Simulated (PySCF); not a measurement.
# Electron correlation in F²⁺ (fluorine, charge +2)

Starting occupation: [He] 2s2 2p3, 2p1/2 with m_j = -1/2, +1/2, 2p3/2 with m_j = +3/2. Calculation: PySCF 2.14, in x2c-TZVPall-2c (5s3p2d1f, 31 functions); X2C-1e with screened-nucleus spin-orbit coupling, Gaussian nucleus. Frozen: 1s2; 5 electrons correlated.

MP2 pair energies summed by pair of shells (mhartree):

```tsv
pair	energy	share (%)
2p-2s	-64.66	66.6
2p-2p	-23.04	23.7
2s-2s	-9.45	9.7
```

Total MP2 correlation energy: -97.14 mhartree.

The GHF reference relaxed away from the jj start to a determinant that is no pure jj level (⟨S²⟩ = 3.75, ⟨J²⟩ = 3.75); the energies belong to that determinant.
